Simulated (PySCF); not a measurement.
B3LYP has the VWN-RPA correlation part, as in Gaussian. 

## C$_{2}$H$_{5}$N, SMILES `C=NC` (charge 0, multiplicity 1)

Level of theory: B3LYP-D3(BJ)/def2-TZVP (PySCF 2.14.0).

```yaml
HOMO: -7.11 eV
dipole_moment: 1.48 D
HOMO–LUMO gap: 6.57 eV
LUMO: -0.55 eV
total_energy: -134.0044 Ha
cost: around 14 core-seconds (rough)
```

Bond lengths (Å): C1–N2 1.259, C1–H4 1.099, C1–H5 1.088, N2–C3 1.448, C3–H6 1.092, C3–H7 1.092, C3–H8 1.099. Angles (°): N2–C1–H4 123.4, N2–C1–H5 119.5, H4–C1–H5 117.2, C1–N2–C3 118.2, N2–C3–H6 108.9, N2–C3–H7 108.9, N2–C3–H8 113.6, H6–C3–H7 106.9, H6–C3–H8 109.1, H7–C3–H8 109.1.
